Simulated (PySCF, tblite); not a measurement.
# A complex of Al(OH)3 and hydroxyl radical

A gas-phase complex of Al(OH)3 and hydroxyl radical; neutral, doublet. The structure comes from a short search (6 tight-binding starts) and was relaxed by PBE0-D3(BJ)/def2-SVPD; another way of binding may lie lower. Frequencies by PBE0-D3(BJ)/def2-SVPD show no clear imaginary mode.

Parts: 1 = Al(OH)3 ([OH][Al]([OH])[OH]), atoms 1–7; 2 = hydroxyl radical ([OH]), atoms 8–9, multiplicity 2.

```xyz
9

O    -1.450    0.363    0.722
Al    0.206   -0.078    0.683
O     0.467   -1.321   -0.634
O     1.534    0.988    0.881
H    -1.835    1.130    1.142
H    -0.283   -1.915   -0.773
H     1.541    1.930    0.728
O     0.548   -1.653    1.552
H     1.479   -1.915    1.550
```
Atoms count from 1 in this order.

Contacts between parts, classed by geometry: Al2···O8 1.831 Å (bond).

The parts are joined by the bond Al2–O8, so these are energies of forming such bonds; deforming the relaxed parts to their shape in the adduct costs 15.3 kcal/mol, which the interaction energies leave out.

Interaction energies are complex less parts, with the parts frozen as they stand in it; counterpoise-corrected, in kcal/mol (PySCF).

Task: Give the interaction energy at each level run.

Result: 
| level | interaction | superposition error removed |
| --- | --- | --- |
| wB97M-D3(BJ)/def2-SVPD | -39.48 | -1.71 |
| PBE0-D3(BJ)/def2-SVPD | -43.58 | -1.80 |

Task: What holds them together? Decompose the wB97M-D3(BJ)/def2-SVPD energy: frozen parts, their antisymmetrised product, then relaxation.

Result: electrostatic -53.1, Pauli repulsion +107.1, orbital relaxation -93.8, dispersion correction -1.4 kcal/mol, which sum to the value before the counterpoise correction; the Pauli term holds the exchange-correlation of the frozen density too. Of the attraction, 63 % is orbital relaxation, 36 % is electrostatic, 1 % is dispersion correction.

One part has an orbitally degenerate open shell, so the split between Pauli and orbital terms hangs on the direction of its hole.
